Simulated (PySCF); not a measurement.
Species: In(H2S)H3.
Bonds: In1–S2. Hydrogens: H5, H6, H7 on In1; H3, H4 on S2.

The calculation used PySCF, PBE0-D3(BJ)/def2-SVP geometry optimisation, gas phase, def2 core potentials past Kr.

(1) Give the optimised bond lengths and angles.

Results:

(1) 
| bond | length (Å) |
| --- | --- |
| In1–S2 | 2.882 |
| In1–H5, In1–H6, In1–H7 | 1.738 |
| S2–H3, S2–H4 | 1.351 |

Bonds in one row agree within 0.01 Å and their mean is given. A selection of angles:
| angle | degrees |
| --- | --- |
| S2–In1–H5 | 94.2 |
| H5–In1–H6 | 118.9 |
| In1–S2–H3 | 95.5 |
| H3–S2–H4 | 92.7 |

In1 (indium bonded to S and 3 H) has angles from 93.8° to 120.4°. S2 (sulfur bonded to In and 2 H) is pyramidal (angles 95.5°, 95.5° and 92.7°, sum 283.7°, 0.84 Å off the plane of its three neighbours).

Point group: Cs (tolerance 0.08 Å). Whether it is a minimum is left open (no frequencies).

Hardware: Arm Neoverse V1, one thread, no GPU, shared host with 32 logical CPUs at a one-minute load of 33. Cost: 13 s wall, 0.29 GiB resident at most. These figures are those of the optimisation.
